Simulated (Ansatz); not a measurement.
Basis-set series for B$_{2}$H$_{4}$OS, SMILES `OBBS`. The species carries charge 0 and has multiplicity 1. The geometry is a stationary point of PBE0-D4/def2-TZVP. It is one conformer, not always the lowest.

```tsv
functional	basis	functions	energy (Eh)	HOMO (eV)	LUMO (eV)
PBE0-D4	def2-TZVPP	191	-525.34355	-7.93	-1.22
PBE0-D4	def2-QZVPP	361	-525.36314	-7.95	-1.27
ωB97M-V	def2-TZVPP	191	-525.55756	-10.17	0.73
ωB97M-V	def2-QZVPP	361	-525.57614	-10.19	0.60
```

(1) Give the rows for def2-SVP. (An estimate is asked.)

Answers

(1) Computed: 
```tsv
functional	basis	functions	energy (Eh)	HOMO (eV)	LUMO (eV)
PBE0-D4	def2-SVP	80	-525.05967	-7.79	-0.98
ωB97M-V	def2-SVP	80	-525.26882	-9.99	1.09
```

Positive LUMOs are unbound and depend on the basis.
